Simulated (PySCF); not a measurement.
Static response to an electric field

C₆H₇FO₂.
Cartesian coordinates in Å at the GFN2-xTB level; atoms count from 1:
```xyz
16
C6H7FO2 angstrom
C      0.2981    3.1395    0.0504
C      0.5735    1.6626    0.1287
O      1.4944    1.0971   -0.3919
O     -0.3563    1.0515    0.8858
C     -0.2374   -0.3336    1.0905
C     -1.5239   -1.0989    1.1461
C     -1.0013   -2.2309    1.9497
F      0.0302   -2.9855    1.4602
C     -0.7388   -0.8439    2.4061
H      0.8957    3.6427    0.8086
H      0.5977    3.5144   -0.9238
H     -0.7522    3.3386    0.2372
H      0.6482   -0.7533    0.6222
H     -2.5041   -0.8481    0.8043
H     -1.6777   -2.8738    2.5008
H     -0.9329   -0.3380    3.3265
```

Level: wB97X-D/def2-SVPD (PySCF), static field, nuclei fixed, core orbitals frozen in the response. The polarisability tensor in these axes (au):

```
x   68.60  6.09 -6.93
y    6.09 85.90 -8.62
z   -6.93 -8.62 66.67
```

Q: Give the principal values, the mean and the anisotropy Δα = √{½[(α1 − α2)² + (α2 − α3)² + (α1 − α3)²]}.

A: Principal values 60.30, 68.76 and 92.12 au; mean 73.73 au = 10.93 Å³ = 12.16 × 10⁻⁴⁰ C²·m²/J; Δα = 28.55 au (39 % of the mean).

Q: What is the dipole moment, and where does it point?

A: (-3.21, 2.05, 1.75) D, 4.19 D in size, pointing from the negative to the positive side. Measured along this direction, the outermost atoms are F8 and O3 at the negative end and H12 at the positive end.

Q: Estimate the molar refractivity from the static electronic polarisability.

A: Lorentz–Lorenz: R = (4π/3)N_A α = 2.5225 cm³/(mol·Å³) × 10.93 Å³ = 27.6 cm³/mol, in the limit of long wavelengths.

Q: Sum over states: ᾱ = Σ f/ω², ω in Eh. What share falls to these 8 lowest TDDFT singlets (eV, f)? 5.96, 0.0011; 7.82, 0.2378; 8.09, 0.0100; 8.24, 0.0911; 8.36, 0.0326; 8.64, 0.0018; 8.70, 0.0706; 8.82, 0.0075.

A: They add up to 5.14 au, 7.0 % of the 73.73 au; the largest single term is 2.88 au, from the state at 7.82 eV. Terms in order: 0.02, 2.88, 0.11, 0.99, 0.34, 0.02, 0.69, 0.07 au. Higher excitations give the rest. The strengths listed sum to 0.452.

Q: Orientational against electronic polarisability at 298 K (dilute gas, rigid molecules)?

A: In Gaussian units μ²/3kT = 142.34 Å³ against 10.93 Å³, a ratio of 13.03; the Debye molar polarisation (4π/3)N_A(α + μ²/3kT) is 386.6 cm³/mol, leaving out the vibrational part.

Q: What depolarisation ratio follows for Rayleigh scattering of linearly polarised light, taking the static tensor?

A: ρ = 3Δα²/(45ᾱ² + 4Δα²) = 2445.6/(244599 + 3260.7) = 0.00987.

Q: What are the principal values of the traceless quadrupole moment, Θ = ½Σq(3rr − r²1), about the centre of nuclear charge?

A: -7.85, 1.58, 6.27 D·Å. The values depend on the origin, since the dipole doesn't vanish. The electronic extent ⟨r²⟩ about the same centre is 1454 bohr², a root-mean-square distance of 2.45 Å for the 68 electrons.

Isolated species at its GFN2-xTB geometry (one conformer only).

These values come from a run that also computed excited states. Cost: about 2.9 min of CPU time on one thread (grids of density and orbitals included); the machine was shared, so the figure is rough.

wB97X-D is run here without its empirical dispersion term; that term would change no orbital, density or response property at a fixed geometry.
